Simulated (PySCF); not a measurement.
Compound: C7H16N2Si.
SMILES with atom numbers: `[CH2:1]1[CH2:2][CH2:3][N:4]([C@H:5]2[CH2:6][CH2:7][NH:8][SiH2:9]2)[CH2:10]1` (hydrogens: H11, H12 on C1; H13, H14 on C2; H15, H16 on C3; H17 on C5; H18, H19 on C6; H20, H21 on C7; H22 on N8; H23, H24 on Si9; H25, H26 on C10)

Level of theory: PySCF, PBE0-D3(BJ)/def2-SVP geometry optimisation, gas phase.

(1) List the bond lengths, angles and torsions at this level.

Results:

(1) 
| bond | length (Å) | order |
| --- | --- | --- |
| C1–C2 | 1.544 | single |
| C3–N4, N4–C10 | 1.448 | single |
| N4–C5 | 1.440 | single |
| C5–C6 | 1.535 | single |
| C6–C7 | 1.527 | single |
| C7–N8 | 1.451 | single |
| N8–Si9 | 1.732 | single |
| C1–C10, C2–C3 | 1.530 | single |
| C5–Si9 | 1.907 | single |
| C1–H11, C2–H14 | 1.100 | single |
| C1–H12, C2–H13 | 1.099 | single |
| C3–H15 | 1.116 | single |
| C3–H16 | 1.101 | single |
| C5–H17 | 1.121 | single |
| C6–H18 | 1.102 | single |
| C6–H19 | 1.103 | single |
| C7–H20 | 1.111 | single |
| C7–H21 | 1.104 | single |
| N8–H22 | 1.011 | single |
| Si9–H23 | 1.499 | single |
| Si9–H24 | 1.501 | single |
| C10–H25 | 1.103 | single |
| C10–H26 | 1.116 | single |

Bonds in one row agree within 0.01 Å and their mean is given. Orders are formal, as drawn. A selection of angles:
| angle | degrees |
| --- | --- |
| C2–C1–C10 | 103.8 |
| C2–C3–N4 | 104.2 |
| C3–N4–C5 | 115.8 |
| C3–N4–C10 | 104.9 |
| N4–C5–C6 | 113.4 |
| N4–C5–Si9 | 115.7 |
| C6–C5–Si9 | 101.2 |
| C5–C6–C7 | 109.1 |
| C6–C7–N8 | 106.8 |
| C7–N8–Si9 | 113.8 |
| C5–Si9–N8 | 93.3 |
| H22–N8–C7 | 117.1 |
| H22–N8–Si9 | 127.3 |

Dihedral angles: C10–C1–C2–C3 -6° (synperiplanar); C1–C2–C3–N4 -20° (synperiplanar); C2–C3–N4–C5 169° (antiperiplanar); C3–N4–C5–C6 63° (synclinal); N4–C5–C6–C7 163° (antiperiplanar); C5–C6–C7–N8 -42° (synclinal); C6–C7–N8–Si9 24° (synperiplanar); C7–N8–Si9–C5 -1° (synperiplanar); C3–N4–C10–C1 -44° (synclinal); C2–C1–C10–N4 30°; N4–C5–Si9–N8 -145° (anticlinal).

The 5-membered ring C1–C2–C3–N4–C10 has internal angles of 103.5° to 104.9°; it is puckered, 0.18 Å rms from its mean plane, widest ring torsion 44°. The 5-membered ring C5–C6–C7–N8–Si9 has internal angles of 93.3° to 113.8° (sum 524°, against 540° for a flat polygon); it is puckered, 0.17 Å rms from its mean plane, widest ring torsion 42°. Si9 (SiH2 silicon) has angles from 93.3° to 114.7°. Of the pairs four or more bonds apart, Si9···H25 is among the closest relative to their van der Waals radii: 2.87 Å, 87 % of the sum of Bondi's values. N4 (tertiary amine nitrogen) is pyramidal (angles 115.8°, 115.3° and 104.9°, sum 335.9°, 0.42 Å off the plane of its three neighbours). N8 (silicon-bound nitrogen) is almost planar (angles 127.3°, 117.1° and 113.8°, sum 358.1°, 0.10 Å off the plane of its three neighbours).

Point group: C1 (no symmetry element, even within 0.4 Å). Not checked by PBE0-D3(BJ)/def2-SVP frequencies. One conformer, not necessarily the lowest.
